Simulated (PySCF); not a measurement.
Atomic charges against the basis set

Species: C₄H₈Si.
SMILES with atom numbers: `[CH3:1][C:2]#[C:3][CH2:4][SiH3:5]` (hydrogens: H6, H7, H8 on C1; H9, H10 on C4; H11, H12, H13 on Si5)

PBE0 throughout (PySCF), one geometry, spherical d and f functions. Isolated species at its PBE0-D3(BJ)/def2-SVP geometry, gas phase. Atoms taken as equivalent share a column and are averaged. The first 7 of 8 kinds of atom are listed.

Mulliken charges (e):

```json
{"basis": "STO-3G", "functions": "37", "C1": "-0.248", "C2": "-0.066", "C3": "-0.070", "C4": "-0.314", "Si5": "+0.556", "H6/H7/H8": "+0.101", "H9/H10": "+0.092"}
{"basis": "6-31G", "functions": "65", "C1": "-0.508", "C2": "-0.085", "C3": "-0.012", "C4": "-0.699", "Si5": "+0.563", "H6/H7/H8": "+0.199", "H9/H10": "+0.224"}
{"basis": "pcSseg-0", "functions": "65", "C1": "-0.581", "C2": "-0.170", "C3": "-0.122", "C4": "-0.922", "Si5": "+0.573", "H6/H7/H8": "+0.259", "H9/H10": "+0.295"}
{"basis": "6-31G*", "functions": "90", "C1": "-0.646", "C2": "+0.017", "C3": "+0.060", "C4": "-0.694", "Si5": "+0.386", "H6/H7/H8": "+0.207", "H9/H10": "+0.221"}
{"basis": "cc-pVDZ", "functions": "114", "C1": "-0.025", "C2": "-0.245", "C3": "-0.066", "C4": "-0.194", "Si5": "+0.257", "H6/H7/H8": "+0.078", "H9/H10": "+0.086"}
{"basis": "def2-SVP", "functions": "114", "C1": "+0.005", "C2": "-0.199", "C3": "-0.139", "C4": "-0.244", "Si5": "+0.381", "H6/H7/H8": "+0.068", "H9/H10": "+0.095"}
{"basis": "6-311+G(2d,p)", "functions": "191", "C1": "-0.933", "C2": "+0.411", "C3": "+0.470", "C4": "-1.012", "Si5": "+0.373", "H6/H7/H8": "+0.169", "H9/H10": "+0.182"}
{"basis": "aug-cc-pVDZ", "functions": "191", "C1": "+0.130", "C2": "-0.462", "C3": "+0.267", "C4": "-0.054", "Si5": "-0.496", "H6/H7/H8": "+0.024", "H9/H10": "-0.086"}
{"basis": "def2-TZVP", "functions": "209", "C1": "-0.456", "C2": "-0.020", "C3": "+0.018", "C4": "-0.425", "Si5": "+0.175", "H6/H7/H8": "+0.155", "H9/H10": "+0.153"}
{"basis": "IGLO-III", "functions": "264", "C1": "-0.341", "C2": "-0.077", "C3": "-0.051", "C4": "-0.431", "Si5": "+0.701", "H6/H7/H8": "+0.135", "H9/H10": "+0.146"}
{"basis": "cc-pVTZ", "functions": "266", "C1": "-0.321", "C2": "-0.010", "C3": "-0.037", "C4": "-0.314", "Si5": "+0.175", "H6/H7/H8": "+0.118", "H9/H10": "+0.116"}
```

IAO charges (e):

```tsv
basis	functions	C1	C2	C3	C4	Si5	H6/H7/H8	H9/H10
STO-3G	37	-0.414	-0.055	-0.053	-0.522	+0.660	+0.152	+0.148
6-31G	65	-0.447	-0.063	-0.068	-0.526	+0.470	+0.170	+0.176
pcSseg-0	65	-0.438	-0.064	-0.068	-0.539	+0.461	+0.168	+0.178
6-31G*	90	-0.427	-0.064	-0.070	-0.538	+0.600	+0.164	+0.169
cc-pVDZ	114	-0.427	-0.065	-0.074	-0.537	+0.595	+0.165	+0.171
def2-SVP	114	-0.419	-0.063	-0.071	-0.537	+0.615	+0.162	+0.168
6-311+G(2d,p)	191	-0.438	-0.070	-0.077	-0.552	+0.629	+0.170	+0.175
aug-cc-pVDZ	191	-0.435	-0.070	-0.077	-0.541	+0.597	+0.169	+0.174
def2-TZVP	209	-0.437	-0.070	-0.076	-0.554	+0.637	+0.170	+0.175
IGLO-III	264	-0.439	-0.071	-0.077	-0.555	+0.637	+0.170	+0.175
cc-pVTZ	266	-0.439	-0.069	-0.076	-0.552	+0.622	+0.170	+0.175
```

Hirshfeld charges (e):

```csv
basis,functions,C1,C2,C3,C4,Si5,H6/H7/H8,H9/H10
STO-3G,37,-0.006,-0.096,-0.095,-0.058,+0.360,+0.029,+0.024
6-31G,65,-0.076,-0.075,-0.076,-0.118,+0.288,+0.053,+0.056
pcSseg-0,65,-0.081,-0.071,-0.079,-0.119,+0.314,+0.053,+0.049
6-31G*,90,-0.076,-0.075,-0.075,-0.120,+0.291,+0.053,+0.058
cc-pVDZ,114,-0.089,-0.069,-0.073,-0.130,+0.312,+0.056,+0.056
def2-SVP,114,-0.094,-0.066,-0.071,-0.134,+0.320,+0.056,+0.056
"6-311+G(2d,p)",191,-0.097,-0.068,-0.076,-0.145,+0.323,+0.058,+0.058
aug-cc-pVDZ,191,-0.105,-0.064,-0.071,-0.150,+0.319,+0.059,+0.059
def2-TZVP,209,-0.101,-0.066,-0.072,-0.145,+0.316,+0.058,+0.059
IGLO-III,264,-0.105,-0.066,-0.073,-0.147,+0.314,+0.059,+0.059
cc-pVTZ,266,-0.101,-0.065,-0.070,-0.143,+0.313,+0.058,+0.059
```

ESP-fitted charges (e):

```
        basis  functions      C1      C2      C3      C4     Si5  H6/H7/H8  H9/H10
       STO-3G         37  -0.510  +0.103  -0.192  -0.192  +0.380    +0.159  +0.093
        6-31G         65  -0.492  +0.072  -0.191  -0.278  +0.405    +0.167  +0.142
     pcSseg-0         65  -0.604  +0.091  -0.158  -0.451  +0.489    +0.199  +0.184
       6-31G*         90  -0.526  +0.100  -0.222  -0.226  +0.330    +0.175  +0.135
      cc-pVDZ        114  -0.475  +0.096  -0.256  -0.157  +0.279    +0.163  +0.121
     def2-SVP        114  -0.463  +0.086  -0.236  -0.202  +0.333    +0.160  +0.128
6-311+G(2d,p)        191  -0.555  +0.121  -0.254  -0.204  +0.321    +0.183  +0.134
  aug-cc-pVDZ        191  -0.530  +0.117  -0.252  -0.198  +0.319    +0.176  +0.131
    def2-TZVP        209  -0.551  +0.120  -0.254  -0.194  +0.326    +0.181  +0.130
     IGLO-III        264  -0.528  +0.110  -0.251  -0.198  +0.329    +0.176  +0.131
      cc-pVTZ        266  -0.528  +0.108  -0.247  -0.195  +0.328    +0.176  +0.129
```

Q: Which scheme is steadiest as the basis changes?

A: Largest range over the bases for any column: Hirshfeld 0.10 e, IAO 0.20 e, ESP-fitted 0.29 e, Mulliken 1.20 e. Hirshfeld charges move least and Mulliken charges most, counted in e. Without the minimal STO-3G basis the ranges are Hirshfeld 0.03, IAO 0.18, ESP-fitted 0.29, Mulliken 1.20 e.

Q: How much do the charges still move between the two largest bases, IGLO-III and cc-pVTZ?

A: At most, over all atoms: Mulliken 0.525 e, IAO 0.015 e, Hirshfeld 0.004 e, ESP-fitted 0.004 e.

Q: What do the same runs give for the total energy, the frontier levels and the dipole moment?

A: 
```
        basis  energy (Eh)  HOMO (eV)  LUMO (eV)  μ (D)
       STO-3G    -441.1292      -4.91       5.34   0.25
        6-31G    -446.2575      -6.75       1.19   0.50
     pcSseg-0    -445.6546      -7.10       1.12   0.34
       6-31G*    -446.3214      -6.69       1.09   0.54
      cc-pVDZ    -446.3496      -6.82       1.11   0.55
     def2-SVP    -446.1430      -6.91       1.12   0.53
6-311+G(2d,p)    -446.3983      -6.96       0.03   0.53
  aug-cc-pVDZ    -446.3574      -6.94      -0.15   0.54
    def2-TZVP    -446.4112      -6.95       0.59   0.55
     IGLO-III    -446.4158      -6.96       0.48   0.53
      cc-pVTZ    -446.4104      -6.93       0.71   0.56
```

The dipole is fixed by the density alone, so its range of 0.31 D shows that the density itself changes with the basis, not only its division among atoms.
